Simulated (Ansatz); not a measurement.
BeCl+, closed-shell singlet (lowest of 2S+1 = 1, 3 at CCSD(T)/def2-TZVPP on PBE0 minima; our sources give no spin for the ground state, which may be another), most abundant isotopes (9.0122 and 34.9689 u). Constants from fifth-degree fits in 1/R to seven points on the lowest solution found; no spin–orbit coupling, no relativity up to Kr; ω_e x_e and α_e move by some per cent with the fit.

Frozen-core correlation. CBS(a, b) extrapolates the correlation energy as X⁻³ and adds the Hartree–Fock energy of set b.

The values were computed with Ansatz (Gaussian basis) for Hartree–Fock, density functionals and correlated methods. Each number belongs to the level named beside it.

```
level                                          r_e (Å)  ω_e (cm⁻¹)  ω_e x_e (cm⁻¹)  α_e (cm⁻¹)
---------------------------------------------  -------  ----------  --------------  ----------
PBE/def2-TZVPP                                  1.7346       981.6            5.26     0.00635
CCSD(T)/CBS(aug-cc-pV(Q+d)Z, aug-cc-pV(5+d)Z)   1.7200      1017.8            5.15     0.00620
```

Q: Derive the rotational constants, the centrifugal constant, the fundamental, the zero-point energy and the force constant.

A: 
μ = 7.16549 u.
- PBE/def2-TZVPP: B_e = 16.8576/(μ r_e²) = 0.78188 cm⁻¹; B₀ = B_e − α_e/2 = 0.77871 cm⁻¹; D = 4B_e³/ω_e² = 1.98e-06 cm⁻¹; fundamental ω_e − 2ω_e x_e = 971 cm⁻¹; zero-point energy ω_e/2 − ω_e x_e/4 = 489 cm⁻¹; k = μ(2πcω_e)² = 407 N/m; the line J = 1 ← 0 at 2B₀ = 46.69 GHz
- CCSD(T)/CBS(aug-cc-pV(Q+d)Z, aug-cc-pV(5+d)Z): B_e = 16.8576/(μ r_e²) = 0.79527 cm⁻¹; B₀ = B_e − α_e/2 = 0.79217 cm⁻¹; D = 4B_e³/ω_e² = 1.94e-06 cm⁻¹; fundamental ω_e − 2ω_e x_e = 1007 cm⁻¹; zero-point energy ω_e/2 − ω_e x_e/4 = 508 cm⁻¹; k = μ(2πcω_e)² = 437 N/m; the line J = 1 ← 0 at 2B₀ = 47.50 GHz

Ansatz is a program for electronic structure.
